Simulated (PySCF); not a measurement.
PySCF input file for B(Cl)(Et)(OH) (C2H6BClO), SMILES CCB(O)Cl, PBE-D3(BJ)/def2-SVP. Geometry: PBE-D3(BJ)/def2-SVP. This is a generated structure with no PubChem entry under its InChIKey; it may be hypothetical. One conformer was computed; it need not be the lowest.

```python
import numpy as np
from pyscf import gto, scf, dft, df
from pyscf.hessian import thermo

mol = gto.M(
    atom='''
    B     0.26706492    0.50924573    0.18606025
    Cl   -1.11196300   -0.28763546    1.02385313
    C     0.64066864    0.13405853   -1.29450847
    C     0.43706259   -1.32794244   -1.71129877
    H     1.68306504    0.46904321   -1.48459919
    H     0.00821361    0.79602883   -1.93385527
    H    -0.60727971   -1.65421401   -1.53310783
    H     1.09274775   -2.00979331   -1.13176994
    H     0.66293959   -1.48506573   -2.78530403
    O     0.95810275    1.46979634    0.85285122
    H     0.59715095    1.63250814    1.74486571
    ''',
    basis='def2-SVP',
    charge=0,
    spin=0,
    max_memory=1600,
    verbose=3,
)
mf = dft.RKS(mol, xc='pbe').density_fit(auxbasis='def2-universal-jkfit')
mf.disp = 'd3bj'
mf.grids.level = 3
mf.conv_tol = 1e-11
mf.max_cycle = 100
mf.kernel()

# [left out here: the lines that compute and print the analytic Hessian (its translational invariance restored by hand, since the grid's response is missing), thermochemistry and intensities]
```

Output:

```
converged SCF energy = -639.515036772592

WARN: DFTD3 does not support analytical Hessian, using finite difference


WARN: Mole.unit (angstrom) is changed to Bohr

Mode                                 0                   1                   2
Irrep
Freq [cm^-1]                       35.7540            174.9199            203.1665
Reduced mass [au]                   2.0615              3.7981              1.1869
Force const [Dyne/A]                0.0016              0.0685              0.0289
Char temp [K]                      51.4421            251.6708            292.3114
Normal mode                   x     y     z       x     y     z       x     y     z
       0   B                 0.02  0.00  0.01    0.01  0.06 -0.01    0.04 -0.01  0.03
       1  Cl                 0.03 -0.03 -0.00    0.03 -0.04 -0.08    0.00 -0.00 -0.03
       2   C                 0.11 -0.04  0.04   -0.04  0.05 -0.02    0.03 -0.03  0.03
       3   C                -0.11  0.01 -0.03   -0.08  0.00  0.15   -0.04 -0.01  0.00
       4   H                 0.18 -0.22  0.17   -0.04  0.02 -0.08    0.02 -0.04 -0.04
       5   H                 0.30  0.10 -0.00   -0.06 -0.01 -0.05   -0.01 -0.00  0.10
       6   H                -0.19  0.19 -0.17   -0.10  0.07  0.17    0.08 -0.12  0.48
       7   H                -0.31 -0.13  0.02   -0.13  0.05  0.27    0.31  0.00 -0.38
       8   H                -0.01  0.01 -0.01   -0.05 -0.15  0.18   -0.55  0.10 -0.12
       9   O                -0.06  0.08 -0.01    0.03  0.01  0.04   -0.02  0.04  0.02
      10   H                -0.11  0.11 -0.04    0.05 -0.06  0.06   -0.07  0.07 -0.00
Mode                                 3                   4                   5
Irrep
Freq [cm^-1]                      351.9894            355.0959            501.3781
Reduced mass [au]                   2.5114              3.8010              2.7737
Force const [Dyne/A]                0.1833              0.2824              0.4108
Char temp [K]                     506.4343            510.9040            721.3715
Normal mode                   x     y     z       x     y     z       x     y     z
       0   B                -0.08  0.02 -0.06   -0.02  0.01 -0.09   -0.11  0.16 -0.01
       1  Cl                -0.04 -0.03  0.04    0.05  0.04  0.03    0.01 -0.01 -0.01
       2   C                 0.07  0.06 -0.02    0.04  0.01 -0.10   -0.06 -0.05  0.03
       3   C                 0.01  0.06  0.06   -0.00 -0.02 -0.00    0.01 -0.07 -0.05
       4   H                 0.16 -0.06  0.22    0.07 -0.06 -0.04    0.02 -0.18  0.21
       5   H                 0.29  0.12 -0.17    0.12 -0.00 -0.18    0.18 -0.03 -0.19
       6   H                 0.04  0.08  0.26    0.01 -0.00  0.09    0.04 -0.19 -0.09
       7   H                 0.10  0.10  0.01    0.03  0.01  0.00    0.08 -0.06 -0.13
       8   H                -0.16 -0.02  0.04   -0.08 -0.10 -0.01    0.02  0.08 -0.07
       9   O                 0.04 -0.05 -0.09   -0.11 -0.07  0.09    0.05  0.03  0.05
      10   H                 0.16 -0.03 -0.04   -0.22 -0.28  0.08    0.21 -0.09  0.14
Mode                                 6                   7                   8
Irrep
Freq [cm^-1]                      571.9902            619.6195            720.9486
Reduced mass [au]                   5.4154              1.2144              1.5725
Force const [Dyne/A]                1.0439              0.2747              0.4816
Char temp [K]                     822.9666            891.4946           1037.2845
Normal mode                   x     y     z       x     y     z       x     y     z
       0   B                 0.09  0.06 -0.02   -0.03  0.05 -0.03   -0.09  0.08 -0.05
       1  Cl                -0.07 -0.04  0.04    0.00 -0.01  0.01    0.01 -0.00  0.00
       2   C                 0.06  0.01 -0.12   -0.01  0.00 -0.02    0.10 -0.03  0.06
       3   C                -0.00 -0.04 -0.03   -0.00 -0.00 -0.01    0.02  0.00  0.01
       4   H                 0.03  0.02 -0.28   -0.00 -0.01  0.01   -0.07  0.33 -0.22
       5   H                -0.04 -0.07 -0.10    0.02  0.01 -0.05   -0.30 -0.30  0.16
       6   H                -0.02  0.05  0.02    0.00 -0.02  0.00   -0.08  0.29 -0.01
       7   H                -0.05 -0.04  0.02    0.01  0.02  0.01   -0.17 -0.28 -0.11
       8   H                -0.03 -0.14 -0.02    0.00 -0.02 -0.00   -0.12  0.11 -0.03
       9   O                 0.05  0.08  0.05    0.06 -0.05  0.04   -0.00 -0.03 -0.01
      10   H                 0.03 -0.03  0.07   -0.55  0.63 -0.33    0.04 -0.05  0.01
Mode                                 9                  10                  11
Irrep
Freq [cm^-1]                      869.7554            953.2271            967.8439
Reduced mass [au]                   1.7614              1.2723              1.2280
Force const [Dyne/A]                0.7851              0.6811              0.6778
Char temp [K]                    1251.3844           1371.4815           1392.5119
[...]
       7   H                 0.04 -0.25 -0.18   -0.03 -0.10 -0.02   -0.12 -0.27 -0.03
       8   H                 0.04  0.14  0.00   -0.04  0.10 -0.01   -0.19  0.02 -0.04
       9   O                -0.00 -0.01 -0.02   -0.06 -0.04  0.02    0.00 -0.01 -0.01
      10   H                -0.08 -0.06 -0.04    0.37  0.37  0.10   -0.07 -0.08 -0.02
Mode                                15                  16                  17
Irrep
Freq [cm^-1]                     1238.6515           1347.1384           1369.9426
Reduced mass [au]                   2.4299              1.2133              1.1054
Force const [Dyne/A]                2.1965              1.2973              1.2223
Char temp [K]                    1782.1438           1938.2322           1971.0424
Normal mode                   x     y     z       x     y     z       x     y     z
       0   B                 0.10  0.08  0.01    0.01 -0.00 -0.02    0.00  0.01  0.02
       1  Cl                -0.01 -0.00  0.00   -0.00 -0.00  0.00   -0.00  0.00 -0.00
       2   C                -0.03  0.07  0.13    0.00  0.00 -0.01   -0.02 -0.07  0.02
       3   C                 0.01 -0.01 -0.07    0.02  0.12  0.03   -0.00  0.03  0.02
       4   H                -0.02 -0.18 -0.26    0.06 -0.11  0.12   -0.25  0.53 -0.34
       5   H                 0.10 -0.24 -0.30   -0.14 -0.08  0.05    0.53  0.30 -0.16
       6   H                 0.05  0.00  0.15    0.15 -0.46 -0.20    0.04 -0.14 -0.05
       7   H                -0.10  0.03  0.11   -0.21 -0.35 -0.23   -0.05 -0.10 -0.07
       8   H                -0.02 -0.22 -0.04   -0.16 -0.47  0.06   -0.01 -0.07  0.04
       9   O                -0.05 -0.06 -0.04    0.00  0.00  0.01   -0.00 -0.01 -0.00
      10   H                 0.04  0.03 -0.03    0.02  0.02  0.01    0.00 -0.01 -0.00
Mode                                18                  19                  20
Irrep
Freq [cm^-1]                     1398.0050           1425.3035           1431.7192
Reduced mass [au]                   3.7396              1.0455              1.1396
Force const [Dyne/A]                4.3062              1.2513              1.3763
Char temp [K]                    2011.4179           2050.6945           2059.9251
Normal mode                   x     y     z       x     y     z       x     y     z
       0   B                -0.07 -0.14 -0.15    0.00 -0.01 -0.02    0.01  0.04  0.06
       1  Cl                 0.00  0.00  0.00   -0.00 -0.00  0.00    0.00 -0.00 -0.00
       2   C                -0.01  0.04  0.08    0.01  0.00  0.03    0.02 -0.02 -0.05
       3   C                 0.02 -0.01 -0.03    0.03 -0.02  0.02    0.02  0.00 -0.03
       4   H                -0.03 -0.08 -0.19   -0.01  0.04 -0.02    0.02  0.08  0.10
       5   H                 0.08 -0.01 -0.07    0.02 -0.06 -0.05   -0.04  0.01  0.04
       6   H                 0.08 -0.11  0.17   -0.08 -0.02 -0.59    0.17 -0.39  0.20
       7   H                -0.20 -0.06  0.16    0.13  0.32  0.27   -0.45 -0.05  0.44
       8   H                -0.03  0.10 -0.04   -0.62 -0.03 -0.12   -0.19  0.42 -0.12
       9   O                 0.04  0.07  0.06    0.00  0.00  0.00   -0.01 -0.02 -0.02
      10   H                 0.07  0.10  0.06    0.01  0.01  0.01   -0.03 -0.04 -0.02
Mode                                21                  22                  23
Irrep
Freq [cm^-1]                     2944.9212           2972.6268           3012.3740
Reduced mass [au]                   1.0673              1.0369              1.0931
Force const [Dyne/A]                5.4538              5.3983              5.8444
Char temp [K]                    4237.0859           4276.9481           4334.1355
Normal mode                   x     y     z       x     y     z       x     y     z
       0   B                 0.00 -0.00 -0.00    0.00  0.00 -0.00    0.00  0.00  0.00
       1  Cl                 0.00  0.00  0.00   -0.00 -0.00  0.00   -0.00 -0.00  0.00
       2   C                 0.02 -0.05  0.05    0.00 -0.00  0.00    0.08  0.01  0.00
       3   C                -0.00  0.00 -0.00    0.00  0.05  0.01   -0.02  0.00 -0.00
       4   H                 0.32  0.09 -0.04   -0.01 -0.00  0.00   -0.83 -0.26  0.16
       5   H                -0.52  0.52 -0.53   -0.00  0.00 -0.00   -0.16  0.18 -0.19
       6   H                 0.00  0.00 -0.00   -0.50 -0.14  0.09    0.13  0.04 -0.02
       7   H                 0.03 -0.03  0.02    0.35 -0.35  0.32    0.05 -0.05  0.05
       8   H                -0.01  0.00  0.04    0.12 -0.07 -0.56   -0.00  0.00 -0.02
       9   O                -0.00  0.00  0.00    0.00  0.00  0.00   -0.00 -0.00 -0.00
      10   H                 0.00 -0.00 -0.00    0.00  0.00  0.00   -0.00 -0.00 -0.00
Mode                                24                  25                  26
Irrep
Freq [cm^-1]                     3055.8033           3065.0432           3712.8831
Reduced mass [au]                   1.1035              1.1029              1.0651
Force const [Dyne/A]                6.0711              6.1045              8.6510
Char temp [K]                    4396.6205           4409.9148           5342.0121
Normal mode                   x     y     z       x     y     z       x     y     z
       0   B                -0.00  0.00  0.00   -0.00 -0.00 -0.00    0.00  0.00 -0.00
       1  Cl                -0.00 -0.00  0.00    0.00  0.00  0.00    0.00  0.00  0.00
       2   C                -0.01  0.00 -0.00   -0.01 -0.00  0.00   -0.00 -0.00  0.00
       3   C                -0.03  0.03 -0.08   -0.08  0.00  0.03   -0.00  0.00 -0.00
       4   H                 0.04  0.01 -0.01    0.13  0.04 -0.02    0.00  0.00  0.00
       5   H                 0.04 -0.05  0.05    0.03 -0.03  0.03   -0.00  0.00 -0.00
       6   H                 0.07  0.03 -0.03    0.74  0.23 -0.12    0.00 -0.00 -0.00
       7   H                 0.42 -0.42  0.36    0.16 -0.17  0.16    0.00  0.00  0.00
       8   H                -0.14  0.09  0.61    0.07 -0.05 -0.42   -0.00 -0.00  0.00
       9   O                -0.00 -0.00  0.00    0.00  0.00 -0.00    0.02 -0.01 -0.06
      10   H                 0.00  0.00 -0.00   -0.00 -0.00  0.00   -0.34  0.18  0.89
temperature 298.1500 [K]
pressure 101325.00 [Pa]
Rotational constants [GHz] 4.67409 3.00921 1.91564
Symmetry number 1
Zero-point energy (ZPE) 0.08358 [Eh]   219443.217 [J/mol]
                           tot       elec      trans        rot        vib
Entropy [J/mol/K]       339.577      0.000    165.185    112.469     61.923
Cv [J/mol/K]             91.217      0.000     12.472     12.472     66.273
Cp [J/mol/K]             99.531      0.000     20.786     12.472     66.273
Internal energy [J/mol]                      3718.434   3718.434 229046.851
Internal energy [Eh]   -639.42496  -639.51504
Enthalpy [J/mol]                             6197.391   3718.434 229046.851
Enthalpy [Eh]          -639.42402
Gibbs free energy [J/mol]                  -43052.424 -29814.272 210584.556
Gibbs free energy [Eh] -639.46258
mode   freq/cm-1   IR/(km/mol)
   1       35.75         0.273
   2      174.92         0.719
   3      203.17         0.355
   4      351.99         4.438
   5      355.10        14.496
   6      501.38         1.801
   7      571.99        17.681
   8      619.62       112.023
   9      720.95        10.253
  10      869.76        91.468
  11      953.23         0.438
  12      967.84        37.811
  13     1043.40         4.791
  14     1136.87       221.030
  15     1207.67        10.579
  16     1238.65        93.436
  17     1347.14         0.310
  18     1369.94         5.752
  19     1398.00       166.809
  20     1425.30        12.833
  21     1431.72        27.519
  22     2944.92        12.341
  23     2972.63        29.222
  24     3012.37         8.147
  25     3055.80        21.570
  26     3065.04        19.086
  27     3712.88        58.646
max |gradient| / (hartree/bohr): 6.9201259736172e-05
APT charges: [ 1.0767 -0.461  -0.2282  0.0899 -0.0127 -0.0017  0.0022 -0.0176 -0.029
 -0.7165  0.298 ]
```

Self-consistency was reached.

Cost: roughly 2.0 core-minutes.
